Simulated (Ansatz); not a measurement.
System: BHF2, charge 0, singlet. BHF2 (difluoroborane, SMILES FBF).
B3LYP-D3(BJ)/def2-TZVP minimum from Ansatz (a program for electronic structure):
```
B
F 1 1.3177
F 1 1.3177 2 118.08
H 1 1.1868 2 120.96 3 180.00
```
Charge 0, spin multiplicity 1.

Wanted: atomisation energy (electronic, to ground-state atoms), in kcal/mol. Radicals and triplets start from unrestricted determinants; spin-orbit coupling is neglected. CBS(X,Y): correlation extrapolated as X^-3, Hartree-Fock from the larger set (Q,5: extrapolated as (X+1)exp(-9√X)). A bracket is a step between two methods taken in the basis named. The functionals are non-relativistic, so their misses hold any scalar relativity. 'core' is core correlation in cc-pwCVTZ, 'X2C' scalar relativity in cc-pVTZ-DK, both at CCSD(T). Where a partner has so few electrons that a lower coupled-cluster level is exact, that level stands in.

CCSD(T)/CBS(cc-pVQZ,cc-pV5Z) + [CCSDT(Q) - CCSD(T)]/cc-pVDZ + core + X2C (Ansatz) gives 410.8 kcal/mol.

How far off this value is PBE/def2-TZVPD (Ansatz), in which direction, and which of these levels come nearer: r2SCAN/def2-TZVPD, B3LYP/def2-TZVPD, wB97M-V/def2-TZVPD, CCSD(T)/CBS(cc-pVQZ,cc-pV5Z) + core + X2C?

PBE gives 417.2 kcal/mol, 6.4 kcal/mol above it. Differences of the others: r2SCAN/def2-TZVPD (Ansatz) 0.9; B3LYP/def2-TZVPD (Ansatz) -3.3; wB97M-V/def2-TZVPD (Ansatz) -0.6; CCSD(T)/CBS(cc-pVQZ,cc-pV5Z) + core + X2C (Ansatz) -0.4 kcal/mol. Nearer than PBE: r2SCAN/def2-TZVPD, B3LYP/def2-TZVPD, wB97M-V/def2-TZVPD, CCSD(T)/CBS(cc-pVQZ,cc-pV5Z) + core + X2C.
